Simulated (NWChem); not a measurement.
System: C6H4F2; SMILES c1(cc(F)ccc1)F

The following NWChem deck was run.

```
start job
memory heap 200 mb stack 900 mb global 1100 mb
geometry units angstroms
  F      2.338454     0.000000    -0.979861
  C      1.189559     0.000000    -0.310234
  C      1.213598     0.000000     1.080086
  C      0.000000     0.000000     1.765449
  C     -1.213598     0.000000     1.080086
  C     -1.189559     0.000000    -0.310234
  F     -2.338454     0.000000    -0.979861
  C      0.000000     0.000000    -1.029186
  H      2.172112     0.000000     1.600740
  H      0.000000     0.000000     2.857712
  H     -2.172112     0.000000     1.600740
  H      0.000000     0.000000    -2.119450
end
basis spherical
  * library def2-svp
end
dft
  xc becke88 lyp
  iterations 150
end
driver
  maxiter 120
end
task dft optimize
task dft freq
```

NWChem printed, in part:

```
             Northwest Computational Chemistry Package (NWChem) 7.3.0
             --------------------------------------------------------

 C2V symmetry detected

                             Geometry "geometry" -> ""
                             -------------------------

 Output coordinates in angstroms (scale by  1.889725989 to convert to a.u.)

  No.       Tag          Charge          X              Y              Z
 ---- ---------------- ---------- -------------- -------------- --------------
    1 F                    9.0000     2.33845400     0.00000000    -0.97913766
    2 C                    6.0000     1.18955900     0.00000000    -0.30951066
    3 C                    6.0000     1.21359800     0.00000000     1.08080934
    4 C                    6.0000     0.00000000     0.00000000     1.76617234
    5 C                    6.0000    -1.21359800     0.00000000     1.08080934
    6 C                    6.0000    -1.18955900     0.00000000    -0.30951066
    7 F                    9.0000    -2.33845400     0.00000000    -0.97913766
    8 C                    6.0000     0.00000000     0.00000000    -1.02846266
    9 H                    1.0000     2.17211200     0.00000000     1.60146334
   10 H                    1.0000     0.00000000     0.00000000     2.85843534
   11 H                    1.0000    -2.17211200     0.00000000     1.60146334
   12 H                    1.0000     0.00000000     0.00000000    -2.11872666

 Effective nuclear repulsion energy (a.u.)     343.0467443372

      Symmetry information
      --------------------

 Group name             C2v
 Group number             16
 Group order               4
 No. of unique centers     8

                                Z-matrix (autoz)
                                --------

 Units are Angstrom for bonds and degrees for angles

      Type          Name      I     J     K     L     M      Value
      ----------- --------  ----- ----- ----- ----- ----- ----------
    1 Stretch                  1     2                       1.32980
    2 Stretch                  2     3                       1.39053
    3 Stretch                  2     8                       1.38994
    4 Stretch                  3     4                       1.39375
    5 Stretch                  3     9                       1.09079
    6 Stretch                  4     5                       1.39375
    7 Stretch                  4    10                       1.09226
    8 Stretch                  5     6                       1.39053
    9 Stretch                  5    11                       1.09079
   10 Stretch                  6     7                       1.32980
   11 Stretch                  6     8                       1.38994
   12 Stretch                  8    12                       1.09026
   13 Bend                     1     2     3               119.24497
   14 Bend                     1     2     8               118.61632
   15 Bend                     2     3     4               118.46444
   16 Bend                     2     3     9               119.50087
   17 Bend                     2     8     6               117.70370
   18 Bend                     2     8    12               121.14815
   19 Bend                     3     2     8               122.13871
   20 Bend                     3     4     5               121.09000
   21 Bend                     3     4    10               119.45500
   22 Bend                     4     3     9               122.03469
   23 Bend                     4     5     6               118.46444
   24 Bend                     4     5    11               122.03469
   25 Bend                     5     4    10               119.45500
   26 Bend                     5     6     7               119.24497
   27 Bend                     5     6     8               122.13871
   28 Bend                     6     5    11               119.50087
   29 Bend                     6     8    12               121.14815
   30 Bend                     7     6     8               118.61632
   31 Torsion                  1     2     3     4         180.00000
   32 Torsion                  1     2     3     9           0.00000
   33 Torsion                  1     2     8     6         180.00000
   34 Torsion                  1     2     8    12           0.00000
   35 Torsion                  2     3     4     5          -0.00000
   36 Torsion                  2     3     4    10         180.00000
   37 Torsion                  2     8     6     5           0.00000
   38 Torsion                  2     8     6     7         180.00000
   39 Torsion                  3     2     8     6           0.00000
   40 Torsion                  3     2     8    12         180.00000
   41 Torsion                  3     4     5     6           0.00000
   42 Torsion                  3     4     5    11         180.00000
   43 Torsion                  4     3     2     8           0.00000
   44 Torsion                  4     5     6     7         180.00000
   45 Torsion                  4     5     6     8          -0.00000
   46 Torsion                  5     4     3     9         180.00000
   47 Torsion                  5     6     8    12         180.00000
   48 Torsion                  6     5     4    10         180.00000
   49 Torsion                  7     6     5    11           0.00000
   50 Torsion                  7     6     8    12           0.00000
   51 Torsion                  8     2     3     9         180.00000
   52 Torsion                  8     6     5    11         180.00000
   53 Torsion                  9     3     4    10           0.00000
   54 Torsion                 10     4     5    11           0.00000

                           NWChem Geometry Optimization
                           ----------------------------

 maximum gradient threshold         (gmax) =   0.000450
 rms gradient threshold             (grms) =   0.000300
 maximum cartesian step threshold   (xmax) =   0.001800
 rms cartesian step threshold       (xrms) =   0.001200
 fixed trust radius                (trust) =   0.300000
 source of zmatrix                         =   autoz

          -------------------
          Energy Minimization
          -------------------

 Using diagonal initial Hessian
 Scaling for Hessian diagonals: bonds = 1.00  angles = 0.25  torsions = 0.10

          --------
          Step   0

                                 NWChem DFT Module
                                 -----------------

 Summary of "ao basis" -> "ao basis" (spherical)
 ------------------------------------------------------------------------------
       Tag                 Description            Shells   Functions and Types
 ---------------- ------------------------------  ------  ---------------------
 F                          def2-svp                 6       14   3s2p1d
 C                          def2-svp                 6       14   3s2p1d
 H                          def2-svp                 3        5   2s1p

      Symmetry analysis of basis
      --------------------------

        a1         54
        a2         15
        b1         42
        b2         21

            General Information
            -------------------
          SCF calculation type: DFT
          Wavefunction type:  closed shell.
          No. of atoms     :    12
          No. of electrons :    58
           Alpha electrons :    29
            Beta electrons :    29
          Charge           :     0
          Spin multiplicity:     1
          Use of symmetry is: on ; symmetry adaption is: on
          Maximum number of iterations: 150
          AO basis - number of functions:   132
                     number of shells:    60
          Convergence on energy requested:  1.00D-06
          Convergence on density requested:  1.00D-05
          Convergence on gradient requested:  5.00D-04

              XC Information
              --------------
                    Becke 1988 Exchange Functional  1.000
              Lee-Yang-Parr Correlation Functional  1.000

             Grid Information
             ----------------
          Grid used for XC integration:  medium
          Radial quadrature: Mura-Knowles
          Angular quadrature: Lebedev.
          Tag              B.-S. Rad. Rad. Pts. Rad. Cut. Ang. Pts.
          ---              ---------- --------- --------- ---------
          F                   0.50       49          12.0       434
          C                   0.70       49          11.0       434
          H                   0.35       45          12.0       434
          Grid pruning is: on
          Number of quadrature shells:   380
          Spatial weights used:  Erf1

      Superposition of Atomic Density Guess
      -------------------------------------

 Sum of atomic energies:        -426.33100195

      Non-variational initial energy
      ------------------------------

 Total energy =    -431.064262
 1-e energy   =   -1264.502140
 2-e energy   =     490.391133
 HOMO         =      -0.270710
 LUMO         =       0.000702

      Symmetry analysis of molecular orbitals - initial
      -------------------------------------------------

  Numbering of irreducible representations:

     1 a1          2 a2          3 b1          4 b2

  Orbital symmetries:

     1 b1          2 a1          3 a1          4 a1          5 b1
     6 a1          7 a1          8 b1          9 a1         10 b1
    11 a1         12 a1         13 b1         14 a1         15 b1
    16 a1         17 b1         18 a1         19 b2         20 a2
    21 b1         22 a1         23 a1         24 b1         25 b2
    26 b1         27 a1         28 b2         29 a2         30 b2
    31 a2         32 a1         33 a1         34 b1         35 a1
    36 b2         37 a1         38 b1         39 b1

   convergence    iter        energy       DeltaE   RMS-Dens  Diis-err
 ---------------- ----- ----------------- --------- --------- ---------
 d= 0,ls=0.0,diis     1   -430.1559430104 -7.73D+02  2.01D-02  1.14D+00
 d= 0,ls=0.0,diis     2   -430.0535612192  1.02D-01  9.33D-03  2.31D+00
 d= 0,ls=0.0,diis     3   -430.2702405374 -2.17D-01  3.62D-03  1.56D-01
 d= 0,ls=0.0,diis     4   -430.2812709489 -1.10D-02  1.60D-03  3.90D-02
 d= 0,ls=0.0,diis     5   -430.2862913101 -5.02D-03  5.19D-04  5.52D-03
  Resetting Diis
 d= 0,ls=0.0,diis     6   -430.2870114859 -7.20D-04  1.46D-04  2.28D-04
 d= 0,ls=0.0,diis     7   -430.2870393788 -2.79D-05  9.21D-05  2.27D-05
 d= 0,ls=0.0,diis     8   -430.2870298182  9.56D-06  6.40D-05  1.05D-04
 d= 0,ls=0.0,diis     9   -430.2870420667 -1.22D-05  6.93D-06  5.81D-07
 d= 0,ls=0.0,diis    10   -430.2870421201 -5.34D-08  2.82D-06  1.65D-07

         Total DFT energy =     -430.287042120064
      One electron energy =    -1269.245904829336
           Coulomb energy =      550.747898802340
    Exchange-Corr. energy =      -54.835780430291
 Nuclear repulsion energy =      343.046744337223

 Numeric. integr. density =       58.000009128675

                  Occupations of the irreducible representations
                  ----------------------------------------------

[...]

      ----------------------
      Optimization converged
      ----------------------

  Step       Energy      Delta E   Gmax     Grms     Xrms     Xmax
  ---- ---------------- -------- -------- -------- -------- --------
@    3    -430.28928743 -5.5D-07  0.00006  0.00002  0.00037  0.00109
                                     ok       ok       ok       ok

                                Z-matrix (autoz)
                                --------

 Units are Angstrom for bonds and degrees for angles

[...]

 Rotational Constants
 --------------------
 A=   0.122468 cm-1  (  0.176200 K)
 B=   0.057340 cm-1  (  0.082497 K)
 C=   0.039054 cm-1  (  0.056189 K)

 Temperature                      =   298.15K
 frequency scaling parameter      =   1.0000

 Zero-Point correction to Energy  =   51.243 kcal/mol  (  0.081660 au)
 Thermal correction to Energy     =   55.045 kcal/mol  (  0.087719 au)
 Thermal correction to Enthalpy   =   55.637 kcal/mol  (  0.088663 au)

 Total Entropy                    =   76.989 cal/mol-K
   - Translational                =   40.091 cal/mol-K (mol. weight = 114.0281)
   - Rotational                   =   26.777 cal/mol-K (symmetry #  =        2)
   - Vibrational                  =   10.121 cal/mol-K

 Cv (constant volume heat capacity) =   23.718 cal/mol-K
   - Translational                  =    2.979 cal/mol-K
   - Rotational                     =    2.979 cal/mol-K
   - Vibrational                    =   17.759 cal/mol-K

[normal modes left out]

 ----------------------------------------------------------------------------
 Normal Eigenvalue ||           Projected Infra Red Intensities
  Mode   [cm**-1]  || [atomic units] [(debye/angs)**2] [(KM/mol)] [arbitrary]
 ------ ---------- || -------------- ----------------- ---------- -----------
    1       -0.000 ||    0.000055           0.001         0.053       0.031
    2       -0.000 ||    0.000075           0.002         0.073       0.043
    3        0.000 ||    0.000104           0.002         0.102       0.059
    4        0.000 ||    0.000321           0.007         0.313       0.182
    5        0.000 ||    0.000054           0.001         0.052       0.030
    6        0.000 ||    0.000023           0.001         0.022       0.013
    7      224.355 ||    0.000196           0.005         0.191       0.111
    8      240.818 ||    0.000000           0.000         0.000       0.000
    9      322.243 ||    0.002397           0.055         2.337       1.359
   10      455.940 ||    0.002350           0.054         2.291       1.333
   11      468.375 ||    0.000556           0.013         0.542       0.315
   12      501.357 ||    0.005809           0.134         5.663       3.294
   13      512.064 ||    0.005225           0.121         5.094       2.963
   14      601.455 ||    0.000000           0.000         0.000       0.000
   15      661.290 ||    0.007432           0.171         7.246       4.214
   16      726.359 ||    0.004797           0.111         4.676       2.720
   17      761.765 ||    0.033844           0.781        32.993      19.190
   18      840.702 ||    0.034179           0.789        33.319      19.379
   19      868.622 ||    0.000000           0.000         0.000       0.000
   20      943.844 ||    0.044613           1.029        43.491      25.296
   21      961.072 ||    0.000194           0.004         0.189       0.110
   22      985.278 ||    0.000004           0.000         0.004       0.003
   23     1051.017 ||    0.004804           0.111         4.683       2.724
   24     1101.461 ||    0.072462           1.672        70.640      41.086
   25     1140.659 ||    0.025065           0.578        24.435      14.212
   26     1242.894 ||    0.016892           0.390        16.467       9.578
   27     1275.566 ||    0.056429           1.302        55.010      31.995
   28     1344.892 ||    0.000974           0.022         0.949       0.552
   29     1439.219 ||    0.014728           0.340        14.358       8.351
   30     1474.266 ||    0.094440           2.179        92.065      53.548
   31     1596.091 ||    0.066559           1.536        64.885      37.739
   32     1599.945 ||    0.130653           3.014       127.367      74.081
   33     3108.506 ||    0.005799           0.134         5.653       3.288
   34     3131.727 ||    0.003156           0.073         3.076       1.789
   35     3135.588 ||    0.000526           0.012         0.513       0.298
   36     3144.414 ||    0.000203           0.005         0.198       0.115
 ----------------------------------------------------------------------------
```

Level: BLYP/def2-SVP.
